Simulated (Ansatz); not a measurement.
Cost and result for the atomization energy of ClH$_{6}$NO$_{2}$Si$_{2}$ (`O[SiH2]N[SiH](O)Cl`) (12 atoms, 11 bonds).

```xyz
12

O    -0.271    1.381   -1.448
Si   -1.057    1.318   -0.011
N    -0.584   -0.161    0.758
Si    0.414   -1.341    0.036
O     1.778   -0.676   -0.598
Cl    0.895   -2.686    1.514
H     0.657    1.129   -1.457
H    -2.501    1.369   -0.335
H    -0.723    2.452    0.893
H    -0.865   -0.325    1.714
H    -0.197   -2.063   -1.089
H     2.455   -0.397    0.022
```

Charge 0, multiplicity 1. All single points use the PBE0-D4/def2-TZVP geometry. It is one conformer, not always the lowest. Program: Ansatz. All runs use 2 threads of an AMD EPYC 7R13 on a shared host and a share of an NVIDIA H100 80 GB. Times are those of one run each, without the atoms' runs, and a repeat can differ threefold. Electronic energies, without spin–orbit coupling; frozen cores. CCSD(T)/CBS adds CCSD(T) − MP2 in def2-TZVPP to the MP2 limit, and its time is that of the two runs behind it. T1 = 0.011. B3LYP takes the VWN-RPA correlation (the form of Gaussian; ORCA's B3LYP/G).

CCSD(T)/CBS is a level of theory with its own doubt, some kJ/mol a heavy atom from the limit and from the frozen cores, so smaller differences don't rank the functionals.

| level | functions | wall time | atomization (kJ/mol) | difference from CCSD(T)/CBS | per bond |
| --- | --- | --- | --- | --- | --- |
| PBE0-D4/def2-TZVPP | 303 | 2 s | 4328.5 | -77.5 | -7.0 |
| B3LYP-D4/def2-TZVPP (with forces) | 303 | 2.6 s | 4361.5 | -44.5 | -4.0 |
| PBE-D4/def2-TZVPP (with forces) | 303 | 3.1 s | 4405.2 | -0.8 | -0.1 |
| B2PLYP/def2-TZVPP | 303 | 3.8 s | 4321.4 | -84.6 | -7.7 |
| r2SCAN-D4/def2-TZVPP (with forces) | 303 | 3.9 s | 4377.1 | -28.9 | -2.6 |
| MP2/def2-QZVPP | 561 | 4 s | 4445.5 | 39.5 | 3.6 |
| CCSD(T)/def2-TZVPP | 303 | 4.4 s | 4255.8 | -150.2 | -13.7 |
| ωB97X-V/def2-TZVPP | 303 | 6 s | 4405.3 | -0.7 | -0.1 |
| ωB97M-V/def2-TZVPP (with forces) | 303 | 6 s | 4405.5 | -0.5 | 0.0 |
| CCSD(T)/CBS(def2) | – | 8.4 s | 4406.0 | 0.0 | 0.0 |

The D4 term adds +53.7 kJ/mol with B3LYP and +28.3 kJ/mol with PBE0; it sums over pairs of atoms, weighted by their polarisabilities, and B3LYP, whose exchange is more repulsive, gets the larger term. In def2-TZVPP, CCSD(T) changes the Hartree–Fock value by +1137.3 kJ/mol (the triples alone add +66.2 kJ/mol) and MP2 by +1236.5 kJ/mol; breaking electron pairs costs correlation energy, which Hartree–Fock lacks. From PBE to PBE0 (25 % exact exchange), in def2-TZVPP and without D4, the atomization energy moves by −71.8 kJ/mol: exact exchange takes away binding that semilocal exchange gives to molecules.
